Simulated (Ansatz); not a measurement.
Basis-set extrapolation for C₄H₃F₃ (`CC#CC(F)(F)F`) (PBE0-D4/def2-TZVP geometry, frozen core, Ansatz). Multiplicity 1, RHF reference.

```csv
,def2-TZVPP,def2-QZVPP
HF,-451.673397,-451.692478
MP2 correlation,-1.365477,-1.478139
CCSD(T) correlation,-1.435964,not run
```

Energies in hartree. Use E(X) = E(∞) + A·exp(−7.88·√X) for Hartree–Fock and E(X) = E(∞) + B·X^(−2.97) for correlation, with X = 3 and 4, and add CCSD(T) minus MP2 of the smaller set to the MP2 limit.

**Question.** What is the CCSD(T) energy at the basis-set limit?

**Answer.** HF limit: -451.692478 + (-0.019081) × 0.13774 = -451.69511. MP2 limit: -1.478139 + (-0.112662) × 0.74074 = -1.56159. Higher-order term: -1.435964 − (-1.365477) = -0.07049. Total: -453.32719 hartree, 571.9 kJ/mol below CCSD(T)/def2-TZVPP.
